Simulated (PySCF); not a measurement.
CaF2, triplet, at the geometry of the source list (a higher spin typed on purpose: for a closed-shell molecule this is an excited state), atoms displaced at random by about 0.08 Å a coordinate; TPSS/STO-3G, gradient (PySCF).

Input for PySCF:
```python
from pyscf import gto, scf, dft

mol = gto.Mole()
mol.atom = '''
    Ca    0.657864   -0.018171   -0.170587
    F    -0.560407    1.219629   -0.932538
    F     0.070905   -1.125452    0.953952
'''
mol.basis = 'sto-3g'
mol.charge = 0
mol.spin = 2
mol.verbose = 4
mol.build()

mf = dft.UKS(mol)
mf.xc = 'tpss'
mf.grids.level = 5
mf.kernel()
g = mf.nuc_grad_method()
g.grid_response = False
grad = g.kernel()
```

The log (banner, timings and long lists left out):

```
PySCF version 2.14.0

[INPUT] verbose = 4
[INPUT] num. atoms = 3
[INPUT] num. electrons = 38
[INPUT] charge = 0
[INPUT] spin (= nelec alpha-beta = 2S) = 2
[INPUT] symmetry False subgroup None
[INPUT] Mole.unit = angstrom
[INPUT] Symbol           X                Y                Z      unit          X                Y                Z       unit  Magmom
[INPUT]  1 Ca     0.657864000000  -0.018171000000  -0.170587000000 AA    1.243182787211  -0.034338213409  -0.322362710411 Bohr   0.0
[INPUT]  2 F     -0.560407000000   1.219629000000  -0.932538000000 AA   -1.059015748289   2.304764783577  -1.762241420750 Bohr   0.0
[INPUT]  3 F      0.070905000000  -1.125452000000   0.953952000000 AA    0.133991030862  -2.126796046344   1.802708015981 Bohr   0.0

nuclear repulsion = 120.731830404278
number of shells = 13
number of NR pGTOs = 69
number of NR cGTOs = 23
basis = sto-3g
ecp = {}

******** <class 'pyscf.dft.uks.UKS'> ********
method = UKS
initial guess = minao
damping factor = 0
level_shift factor = 0
DIIS = <class 'pyscf.scf.diis.CDIIS'>
diis_start_cycle = 1
diis_space = 8
diis_damp = 0
SCF conv_tol = 1e-09
SCF conv_tol_grad = None
SCF max_cycles = 50
direct_scf = True
direct_scf_tol = 1e-13
number electrons alpha = 20  beta = 18
XC library pyscf.dft.libxc version 7.1.2
    S. Lehtola, C. Steigemann, M. J. T. Oliveira, and M. A. L. Marques,  SoftwareX 7, 1–5 (2018)
XC functionals = tpss
    J. Tao, J. P. Perdew, V. N. Staroverov, and G. E. Scuseria,  Phys. Rev. Lett. 91, 146401 (2003)
    J. P. Perdew, J. Tao, V. N. Staroverov, and G. E. Scuseria,  J. Chem. Phys. 120, 6898 (2004)
    J. Tao, J. P. Perdew, V. N. Staroverov, and G. E. Scuseria,  Phys. Rev. Lett. 91, 146401 (2003)
    J. P. Perdew, J. Tao, V. N. Staroverov, and G. E. Scuseria,  J. Chem. Phys. 120, 6898 (2004)
radial grids:
    Treutler-Ahlrichs [JCP 102, 346 (1995); DOI:10.1063/1.469408] (M4) radial grids

becke partition: Becke, JCP 88, 2547 (1988); DOI:10.1063/1.454033
pruning grids: <function nwchem_prune>
grids dens level: 5
symmetrized grids: False
atomic radii adjust function: <function treutler_atomic_radii_adjust>
small_rho_cutoff = 0
Set gradient conv threshold to 3.16228e-05
tot grids = 132496
init E= -867.195671274236

cycle= 1 E= -867.134616540817  delta_E= 0.0611  |g|= 0.279  |ddm|= 1.94

cycle= 2 E= -862.02389592674  delta_E= 5.11  |g|= 2.41  |ddm|= 3.44

cycle= 3 E= -866.67700910839  delta_E= -4.65  |g|= 0.861  |ddm|= 2.45
cycle= 4 E= -866.963278550531  delta_E= -0.286  |g|= 0.579  |ddm|= 0.45

cycle= 5 E= -867.222574738397  delta_E= -0.259  |g|= 0.213  |ddm|= 0.684

cycle= 6 E= -867.235502553468  delta_E= -0.0129  |g|= 0.191  |ddm|= 0.706

cycle= 7 E= -867.212173573852  delta_E= 0.0233  |g|= 0.229  |ddm|= 0.782

cycle= 8 E= -867.262952281853  delta_E= -0.0508  |g|= 0.0896  |ddm|= 0.315

cycle= 9 E= -867.262993544576  delta_E= -4.13e-05  |g|= 0.0903  |ddm|= 0.0239

cycle= 10 E= -867.270408475565  delta_E= -0.00741  |g|= 0.013  |ddm|= 0.142

cycle= 11 E= -867.270541240702  delta_E= -0.000133  |g|= 0.00492  |ddm|= 0.0211

cycle= 12 E= -867.27056512957  delta_E= -2.39e-05  |g|= 0.000484  |ddm|= 0.0157

cycle= 13 E= -867.27056534267  delta_E= -2.13e-07  |g|= 0.000793  |ddm|= 0.00837

cycle= 14 E= -867.270565675295  delta_E= -3.33e-07  |g|= 0.000526  |ddm|= 0.00267

cycle= 15 E= -867.270565923136  delta_E= -2.48e-07  |g|= 4.68e-05  |ddm|= 0.00085

cycle= 16 E= -867.270565925108  delta_E= -1.97e-09  |g|= 1.88e-06  |ddm|= 8.74e-05

cycle= 17 E= -867.270565925115  delta_E= -6.82e-12  |g|= 2.38e-07  |ddm|= 4.09e-06

Extra cycle  E= -867.270565925086  delta_E= 2.91e-11  |g|= 5.38e-06  |ddm|= 1.01e-05
converged SCF energy = -867.270565925086  <S^2> = 2.001149  2S+1 = 3.0007659

******** <class 'pyscf.grad.uks.Gradients'> for <class 'pyscf.dft.uks.UKS'> ********
unit = Eh/Bohr
grid_response = False
--------------- UKS gradients ---------------
         x                y                z
0 Ca    -0.1642754474    -0.1095615364     0.1393198779
1 F     0.0678915719    -0.0659770395     0.0399987942
2 F     0.0963414190     0.1755869974    -0.1791751855
----------------------------------------------
```
